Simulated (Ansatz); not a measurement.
The cluster Si4N4O2, relaxed as a singlet with RKS PBE0-D4/def2-SVP in Ansatz, starting from the GFN2-xTB geometry. Force threshold 0.02 eV/Å.

The restricted singlet is unstable towards broken spin symmetry in Hartree–Fock (as tested in another run); at PBE0-D4/def2-SVP this wasn't settled. Another isomer (singlet) lies 4.73 eV lower at PBE0-D4/def2-TZVP; other spin states weren't run for this one.

Start:

```xyz
10

Si    2.9695   -1.5749    0.8752
Si   -1.1951    0.7754   -0.3412
Si   -3.8206   -0.2618   -1.9662
Si    1.4875    1.1795    1.1751
N    -5.1619   -0.5958   -2.6832
N     1.8328   -0.4557    0.7129
N    -2.3350    0.0313   -1.2020
N    -0.0585    1.5329    0.5159
O     2.3629    2.0986    1.9876
O     3.9186   -2.7294    0.9259
```

```tsv
step	energy (eV)	largest force component (eV/Å)	SCF passes
1	-41518.6822	2.044	21
2	-41518.8273	0.971	25
3	-41518.8680	0.154	26
4	-41518.8829	0.169	24
5	-41518.8913	0.556	24
6	-41518.8928	1.065	25
7	-41518.9214	0.183	25
8	-41518.9248	0.065	24
9	-41518.9275	0.018	24
10	-41518.9318	0.136	24
11	-41518.9330	0.184	24
12	-41518.9347	0.231	24
13	-41518.9372	0.195	24
14	-41518.9399	0.139	24
15	-41518.9413	0.242	23
16	-41518.9426	0.219	25
17	-41518.9454	0.208	23
18 (rejected)	-41518.9435	0.344	23
19 (rejected)	-41518.9449	0.339	24
20	-41518.9469	0.103	25
21	-41518.9496	0.090	24
22	-41518.9512	0.251	23
23	-41518.9530	0.137	26
24	-41518.9557	0.081	24
25	-41518.9569	0.132	24
26	-41518.9575	0.106	25
27	-41518.9579	0.019	25
28	-41518.9581	0.019	25
29	-41518.9582	0.013	25
```

Force components are those of the run's own axes.

End:

```xyz
10

Si    3.894   -1.190    1.475
Si   -1.401    0.145   -0.661
Si   -4.343    0.565   -1.915
Si    1.317    0.370    0.783
N    -5.777    0.804   -2.501
N     2.480   -0.845    0.887
N    -2.818    0.299   -1.296
N     0.021   -0.242   -0.127
O     1.387    1.775    1.385
O     5.241   -1.681    1.969
```

By distances, no bond broke or formed. The bond that changes most is Si2–N7, from 1.61 to 1.56 Å (atoms count from 1).

The force fell under the threshold at step 9, but the optimiser went on and released 0.031 eV more. No frequencies were taken in this run, so the end may be a saddle point.

Hardware: 4 threads of Arm Neoverse V1 on a shared host. Wall time 80 s.
